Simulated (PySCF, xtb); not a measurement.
C₆H₅I, SMILES C(/C(=C/C#C)I)=C. One conformer was computed; it need not be the lowest.

Harmonic wavenumbers (cm⁻¹) from GFN2-xTB run with xtb at its own minimum, in rising order: 76, 97, 161, 197, 260, 338, 419, 423, 493, 548, 629, 665, 672, 802, 887, 965, 988, 1058, 1150, 1225, 1303, 1400, 1592, 1658, 2237, 3025, 3036, 3108, 3140, 3399.

Q: What does PBE-D3(BJ)/def2-SVP (PySCF 2.14.0) give at its own minimum? (The exact figures need the calculation; the answer reports its results.)

A: 94, 101, 188, 199, 275, 368, 419, 473, 476, 587, 612, 647, 667, 810, 894, 947, 959, 1036, 1139, 1218, 1269, 1368, 1578, 1636, 2138, 3052, 3065, 3085, 3189, 3407. Paired by order, the mean absolute difference is 23 cm⁻¹ and the zero-point energies are 51.4 and 51.3 kcal/mol.
